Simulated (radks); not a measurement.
The iridium ion Ir2+ inside a hard spherical wall (all orbitals vanish at R), configuration held at [Xe] 4f14 5d7 and not refilled when levels cross. Calculated with a radial shooting solver on a logarithmic mesh with Libxc functionals: scalar-relativistic Kohn-Sham, r2SCAN, spin-unpolarised, spherical densities, finite nucleus; meta-GGA in the generalised Kohn-Sham scheme; Fermi nuclear charge, rms radius 5.4032 fm. Eigenvalues in eV, with the zero of energy where the potential of the charges vanishes at infinity; a dash marks a level that is unbound or too diffuse for the functional's potential to be trusted. A positive occupied level is held by the wall or, in an anion where self-interaction has pushed it up, behind a barrier. The pressure on the wall is -dE/dV.

| R (bohr) | E (hartree) | kinetic (hartree) | e(5s) | e(4f) | e(5p) | e(5d) | e(6s, empty) | e(6p, empty) | pressure (GPa) |
|---|---|---|---|---|---|---|---|---|---|
| free | -17825.0818 | 19809.928 | -117.67 | -80.540 | -73.886 | -24.463 | -20.952 | -13.330 | 0 |
| 20 | -17825.0818 | 19809.928 | -117.67 | -80.540 | -73.886 | -24.463 | -20.952 | -13.330 | < 0.0001 |
| 15 | -17825.0818 | 19809.928 | -117.67 | -80.540 | -73.886 | -24.463 | -20.952 | -13.330 | < 0.0001 |
| 8 | -17825.0818 | 19809.928 | -117.67 | -80.540 | -73.885 | -24.462 | -20.950 | -13.297 | 0.000809 |
| 7 | -17825.0817 | 19809.929 | -117.67 | -80.534 | -73.879 | -24.457 | -20.937 | -13.195 | 0.0107 |
| 6 | -17825.0808 | 19809.940 | -117.63 | -80.491 | -73.840 | -24.422 | -20.849 | -12.812 | 0.139 |
| 5 | -17825.0730 | 19810.012 | -117.37 | -80.218 | -73.595 | -24.194 | -20.331 | -11.417 | 1.79 |
| 4 | -17825.0061 | 19810.482 | -116.04 | -78.785 | -72.352 | -22.959 | -17.614 | -6.267 | 23.5 |
| 3 | -17824.4247 | 19813.613 | -110.34 | -72.344 | -67.045 | -16.796 | -3.456 | 14.999 | 381 |
| 2.5 | -17822.9750 | 19820.621 | -102.43 | -62.852 | -59.277 | -6.553 | 21.327 | 47.817 | 1920 |
| 2 | -17817.3089 | 19845.800 | -83.694 | -40.167 | -38.799 | 21.309 | 90.308 | 130.94 | 12700 |
